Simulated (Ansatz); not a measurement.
**Heat of formation of CH3Br (bromomethane) from total energies**

CH3Br has 5 atoms, charge 0, and is taken as a singlet. As SMILES, `CBr`. The coordinates come from a PBE0-D4/def2-TZVP relaxation.

Total energies at B3LYP/6-31G* (spherical functions) (Ansatz 0.2.0); the atoms run unrestricted:

```tsv
species	state	energy (Eh)
CH3Br	singlet	-2613.785911
C	triplet	-37.844694
Br	doublet	-2573.830945
H	doublet	-0.500273
```

Harmonic wavenumbers at PBE0-D4/def2-TZVP, in cm⁻¹: 633, 968, 968, 1331, 1469, 1469, 3096, 3207, 3207.

Measured heats of formation of the gaseous atoms at 298.15 K, in kJ/mol: C 716.9, Br 111.9, H 218.0. Spin-orbit lowering of the atoms at 298 K (mean of the ground term's levels less their thermal mean, from spectra), in kJ/mol: C 0.02, Br 14.69. Take 1 Eh = 2625.50 kJ/mol, 1 cm⁻¹ = 0.0119627 kJ/mol, RT = 2.479 kJ/mol.

Q: What heat of formation follows?

A: 
1. Electronic atomisation energy: (-37.844694) + (-2573.830945) + 3 × (-0.500273) − (-2613.785911) = 0.609453 Eh = 1600.1 kJ/mol.
2. Zero-point energy: half the sum of the wavenumbers, 8174 cm⁻¹ = 97.8 kJ/mol.
3. Thermal vibrational enthalpy, Σ hcν̃/(exp(hcν̃/kT) − 1): 0.6 kJ/mol. Translation, rotation and pV of a non-linear molecule: 4 RT = 9.9 kJ/mol.
4. The 5 free atoms carry 5/2 RT each: 31.0 kJ/mol.
5. Spin-orbit coupling lowers the free atoms by 0.02 + 14.69 = 14.7 kJ/mol.
6. Atomisation enthalpy at 298 K: 1600.1 − 14.7 − 97.8 − 0.6 − 9.9 + 31.0 = 1508.1 kJ/mol.
7. Sum of the atoms' heats of formation: 1482.8 kJ/mol. Heat of formation: 1482.8 − 1508.1 = -25.3 kJ/mol.

The tabulated value is -36.4 kJ/mol (Active Thermochemical Tables), so this level is off by +11.1 kJ/mol, or 0.7 % of the atomisation enthalpy. Relativity is left out. Anharmonicity and any spin-orbit splitting of the molecule are left out.
